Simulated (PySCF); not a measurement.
# Stretching SiGe⁺

Set-up: basis Si def2-TZVPPD, Ge def2-TZVPPD; no relativity; PySCF 2.14. Energies in eV from Si + Ge⁺ in their ground configurations at the same level. State: ⁴Σ⁻ (quartet), unpaired electrons σ ↑, π ↑↑.

| R (Å) | UHF-MP2 | UHF-CCSD |
| --- | --- | --- |
| 2.019 | -2.403 |  |
| 2.113 | -2.870 | -2.615 |
| 2.207 | -3.113 | -2.870 |
| 2.278 | -3.186 | -2.954 |
| 2.348 | -3.191 | -2.970 |
| 2.418 | -3.144 | -2.934 |
| 2.512 | -3.024 | -2.828 |
| 2.630 | -2.814 | -2.636 |
| 2.771 | -2.518 | -2.360 |
| 2.958 | -2.081 |  |

Question: Put a parabola through the three lowest points of the UHF-MP2 curve and estimate Re, k and ωe (reduced mass 20.3 u; 1 eV/Å² = 0.16022 mdyn/Å; ωe = 1302.8·√(k/μ) cm⁻¹).

Answer: Through R = 2.278, 2.348, 2.418 Å the second-order coefficient is 5.31 eV/Å², so Re ≈ 2.320 Å, k ≈ 1.70 mdyn/Å and ωe ≈ 377 cm⁻¹. A polynomial fit of higher order to the unrounded UHF-MP2 energies gives Re = 2.318 Å, k = 1.88 mdyn/Å, ωe = 397 cm⁻¹; anharmonicity and rounding make the difference.

The higher-order fit for each curve: UHF-MP2: Re = 2.318 Å, ωe = 397 cm⁻¹, De = 3.20 eV; UHF-CCSD: Re = 2.331 Å, ωe = 385 cm⁻¹, De = 2.97 eV.

Correlated steps freeze 14 core orbitals. Spin–orbit coupling is left out. For an ion De counts to the pair picked by the measured ionisation energies or electron affinities, which need not be the lowest pair at this level. The state was picked by a PBE0 search and need not be the measured ground state.
